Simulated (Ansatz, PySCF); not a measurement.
Gas-phase reaction (SMILES): CCCCB(C)C [butyl(dimethyl)borane] + O (H2O) -> CB(C)O + CCCC; water cleaves one B-C bond, a model of a ligand-exchange step.

Each molecule is optimised on its own at B3LYP-D3(BJ)/def2-TZVP (Ansatz, a quantum-chemistry and plane-wave program), one conformer each, not searched for the lowest. Correlated levels leave the core frozen unless marked. No spin-orbit coupling. Non-relativistic. CBS marks a two-point X^-3 extrapolation of the correlation energy; Hartree-Fock from the larger set. [CCSD(T)-MP2]/basis is that difference in the basis named. Thermal terms are rigid-rotor harmonic-oscillator values from B3LYP-D3(BJ) frequencies (Ansatz or PySCF) at 298.15 K and 1 atm. 1 Eh = 627.5095 kcal/mol.

| species | E, RI-MP2/CBS(cc-pVTZ,cc-pVQZ)+[CCSD(T)-MP2]/cc-pVTZ (Ansatz) (Eh) | E, B3LYP-D3(BJ)/def2-TZVPD (Ansatz + dftd3) (Eh) | H - E (Eh) |
|---|---|---|---|
| CCCCB(C)C | -262.16750 | -262.67921 | 0.21042 |
| O (H2O) | -76.37659 | -76.46738 | 0.02495 |
| CB(C)O | -180.36008 | -180.66678 | 0.09892 |
| CCCC | -158.23877 | -158.53552 | 0.13834 |

Work out ΔE and ΔH at 298.15 K at the first level, then ΔH at the second.


1. ΔE = [(-180.36008) + (-158.23877)] - [(-262.16750) + (-76.37659)] = -0.05476 Eh = -34.4 kcal/mol at RI-MP2/CBS(cc-pVTZ,cc-pVQZ)+[CCSD(T)-MP2]/cc-pVTZ.
2. The terms H - E add up to 0.00189 Eh, so ΔH = (-0.05476 + (0.00189))×627.5095 = -33.2 kcal/mol.
3. At B3LYP-D3(BJ)/def2-TZVPD the same steps give ΔE = -35.0 and ΔH = -33.8 kcal/mol, a shift of -0.6 from the first level.
4. These values are not checked against measurement here, since the tables used lack a sound gas-phase enthalpy of formation for at least one species.
